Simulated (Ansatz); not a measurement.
H₄O₂S₂Ti, SMILES `[OH][Ti]([OH])([SH])[SH]` at its PBE0-D4/def2-TZVP geometry, where that method's forces vanish. Charge 0, multiplicity 1.

```csv
atom,x (Å),y (Å),z (Å)
O1,-0.148,-0.174,-1.812
Ti2,-0.026,-0.108,-0.059
O3,-0.293,-1.596,0.839
S4,2.095,0.703,0.309
S5,-1.584,1.342,0.816
H6,-0.358,-0.525,-2.675
H7,-0.410,-2.530,0.992
H8,1.973,0.575,1.644
H9,-1.249,2.314,-0.054
```

(1) For each bond, give half the difference of the two atoms' forces along it (eV/Å; positive pushes the atoms apart) under PBE-D4, r2SCAN-D4, B3LYP-D4, ωB97M-V in def2-TZVPP. (Estimate.)

Results:

(1) The calculation gave: 
```csv
bond,length (Å),PBE-D4,r2SCAN-D4,B3LYP-D4,ωB97M-V
O1–Ti2,1.758,0.16,0.21,0.23,0.08
O1–H6,0.955,0.21,-0.10,-0.15,-0.07
Ti2–O3,1.758,0.16,0.21,0.23,0.08
Ti2–S4,2.301,0.05,0.04,0.06,-0.02
Ti2–S5,2.301,0.05,0.04,0.06,-0.02
O3–H7,0.955,0.21,-0.10,-0.15,-0.07
S4–H8,1.346,0.24,0.01,-0.02,-0.08
S5–H9,1.346,0.24,0.01,-0.02,-0.08
```

B3LYP here is the variant with VWN-RPA as its local correlation; programs differ in this.

Computed with Ansatz.
